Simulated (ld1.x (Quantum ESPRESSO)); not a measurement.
## Varying the TM potential for Ni (Z = 28)

Base potential:

```json
{
  "Element": "Ni (Z = 28)",
  "Generator": "ld1.x (Quantum ESPRESSO) 7.5",
  "Type": "norm-conserving Troullier–Martins (Kleinman–Bylander form)",
  "Functional": "PBE",
  "Relativity": "scalar-relativistic",
  "Frozen core": "[Ne] 3s2",
  "Valence charge": "16",
  "Reference configuration": "3p6 3d8 4s1.5 4p0.5",
  "Partial waves": "4s (bound): rc 2.35 bohr; 3d (bound): rc 1.65 bohr; 3p (bound): rc 1.30 bohr",
  "Local potential": "the p channel",
  "Core correction": "Bessel-smoothed model core, default radius (core density twice the valence density)"
}
```

Occupied shells without a wave of their own: 4p. They enter only through the test configuration that unscreens the potential, and ld1.x also counts them in the model core charge.

All-electron outer shells of the reference configuration (PBE, scalar-relativistic, ld1.x):

```tsv
shell	level (eV)	outermost node (bohr)	outermost maximum (bohr)
2p	-845.68	–	0.16
3s	-112.11	0.30	0.64
3p	-72.44	0.27	0.65
3d	-9.90	–	0.63
4s	-6.31	0.92	2.21
4p	-1.71	1.00	3.10
```

Cutoffs, loose and tight: the cutoffs (Ry, on a coarse ladder) from which the occupation-weighted sum of valence levels, in a spherical-Bessel basis at the reference potential, stays within 10 and 1 mRy of its value at 400 Ry. They do not see the model core or the augmentation charge, which bear on the density cutoff. Test errors are all-electron minus pseudo excitation energies from the reference, over the configurations 3p6 3d8 4s2 4p0; 3p6 3d8 4s1 4p0; 3p6 3d8 4s0 4p0; 3p6 3d8.5 4s1.5 4p0; 3p6 3d7 4s0 4p0; 3p6 3d7 4s2 4p1; 3p6 3d8 4s0 4p2. A dash means not determined; rows that change the core or the reference have their own tests.

With those shells counted twice in exchange and correlation these files are broken, and their errors move erratically; no question is asked of them.

A true bound ghost makes a file unfit for plane-wave use even where its test errors are small: the radial tests pick states by their node count and pass the ghost by.

| change | outcome | cutoff, loose | cutoff, tight | bound ghosts | largest test error (meV) |
| --- | --- | --- | --- | --- | --- |
| base | generated | 110 Ry | 180 Ry | s | -267 |
| all radii but the core radius scaled by about 0.75 (s 1.78, p 0.98, d 1.24 bohr) | generated | 160 Ry | 260 Ry | s | -259 |
| all radii but the core radius scaled by about 0.89 (s 2.10, p 1.16, d 1.48 bohr) | generated | 120 Ry | 200 Ry | s | -272 |
| all radii but the core radius scaled by about 1.03 (s 2.42, p 1.34, d 1.70 bohr) | generated | 100 Ry | 180 Ry | s | -274 |
| all radii but the core radius scaled by about 1.15 (s 2.70, p 1.50, d 1.90 bohr) | generated | 90 Ry | 160 Ry | s | -188 |
| all radii but the core radius scaled by about 1.22 (s 2.86, p 1.58, d 2.00 bohr) | generated | 80 Ry | 140 Ry | s | -262 |
| all radii but the core radius scaled by about 1.35 (s 3.18, p 1.76, d 2.22 bohr) | generated, misses its reference levels by 0.24 eV | 70 Ry | 120 Ry | s | -566 |

Reading the sweep of the scale of all radii but the core radius (base = 1) (base included, trends over the rows without a ghost): Bound ghosts are found at 0.75, 0.89, 1, 1.03, 1.15, 1.22, 1.35. Every judged row has one, so this setting neither creates nor removes them.
